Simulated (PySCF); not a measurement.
C2H5Zn, SMILES C[CH2][Zn] (connectivity only; charge and spin as stated), neutral, multiplicity 2. Atoms are numbered in the order given.

```xyz
8

Zn    -0.0763     0.9339     0.0000
C      0.6846    -1.0283     0.0000
C     -0.3998    -2.0936     0.0000
H      1.3254    -1.0635     0.8967
H      1.3254    -1.0635    -0.8967
H     -1.0504    -2.0230    -0.8876
H     -1.0504    -2.0230     0.8876
H      0.0294    -3.1139     0.0000
```
Charge 0, spin multiplicity 2.

The structure is a stationary point at B3LYP-D3(BJ)/def2-SVP. The spin state was assumed, not searched. The isomer is the one that the SMILES or the coordinates give; other isomers of the formula were not compared.

These are TDA-B3LYP/def2-SVPD run with PySCF 2.14.0 values and carry that method's errors.

Vertical excitations. Gas-phase values at a fixed geometry.

Computed excitation energies, oscillator strengths and character:
```tsv
state	energy (eV)	λ (nm)	f	main pairs
root 1	2.94	422	0.060	α HOMO→LUMO 97 %
root 2	2.98	415	0.063	α HOMO→LUMO+1 97 %
root 3	3.70	335	0.067	α HOMO→LUMO+2 18 %, β HOMO→LUMO 76 %
root 4	4.67	265	0.252	α HOMO→LUMO+2 81 %, β HOMO→LUMO 15 %
root 5	5.27	235	0.055	α HOMO−1→LUMO 21 %, α HOMO→LUMO+3 18 %, β HOMO→LUMO+1 57 %
root 6	5.37	231	0.026	α HOMO−1→LUMO+1 28 %, β HOMO→LUMO+2 67 %
root 7	5.48	226	0.278	α HOMO→LUMO+3 76 %, β HOMO→LUMO+1 11 %
root 8	5.74	216	0.000	β HOMO−1→LUMO 96 %
root 9	5.91	210	0.075	α HOMO→LUMO+4 95 %
root 10	6.26	198	0.032	α HOMO→LUMO+5 96 %
```
Unrestricted roots are not spin-pure.
